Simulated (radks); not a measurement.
Problem. Ru2+, 42 electrons, occupied as [Kr] 4d6. Method: Dirac Kohn-Sham, BLYP, spin-unpolarised, spherical densities, finite nucleus; open shells fill j = l - 1/2 first; Fermi nuclear charge, rms radius 4.4809 fm; computed with a radial shooting solver on a logarithmic mesh with Libxc functionals. Some entries of the table are withheld. Estimate them.

| orbital | occ. | eigenvalue (eV) | <r^2> (bohr^2) |
|---|---|---|---|
| 1s1/2 | 2 | -21949.45 | 0.001509 |
| 2s1/2 | 2 | (1) | 0.02495 |
| 2p1/2 | 2 | (2) | 0.01876 |
| 2p3/2 | 4 | (3) | 0.02011 |
| 3s1/2 | 2 | -575.0292 | 0.1857 |
| 3p1/2 | 2 | -482.2579 | 0.1823 |
| 3p3/2 | 4 | -460.0336 | 0.1921 |
| 3d3/2 | 4 | -295.7062 | 0.1750 |
| 3d5/2 | 6 | -291.3756 | 0.1781 |
| 4s1/2 | 2 | -96.2714 | 1.168 |
| 4p1/2 | 2 | -68.5396 | 1.385 |
| 4p3/2 | 4 | -65.0968 | 1.463 |
| 4d3/2 | 4 | -24.2040 | 2.785 |
| 4d5/2 | 2 | -23.8323 | 2.846 |
| 5s1/2 | 0 | -19.2496 | 8.535 |
| 5p1/2 | 0 | -13.9092 | 11.98 |
| 5p3/2 | 0 | -13.5604 | 12.51 |

Solution. 
(1) 2s1/2 eigenvalue (eV): -3172.497
(2) 2p1/2 eigenvalue (eV): -2933.359
(3) 2p3/2 eigenvalue (eV): -2802.361
